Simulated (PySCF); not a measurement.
Al(Cl)2(SiH3) (AlCl₂H₃Si), SMILES [SiH3][Al]([Cl])[Cl].

The structure is a stationary point at PBE0-D3(BJ)/def2-SVP.

The numbers are results of PySCF with CAM-B3LYP/def2-TZVP, not measurements.

**Question.** Estimate the frontier levels, gap, dipole moment and polarisability. (An estimate is asked for; the answer gives what the named calculation found.)

**Answer.** 
* **highest occupied level**: -9.61 eV
* **lowest empty level**: -0.88 eV
* **orbital gap**: 8.73 eV
* **dipole moment**: 1.58 D
* **quadrupole, principal values (traceless, Buckingham form, about the centre of nuclear charge)**: -4.70, -1.94, 6.64 D·Å
* **mean static polarisability**: 78.1 bohr³ (11.58 Å³)
* **polarisability, principal values**: 60.9, 81.4, 92.0 bohr³
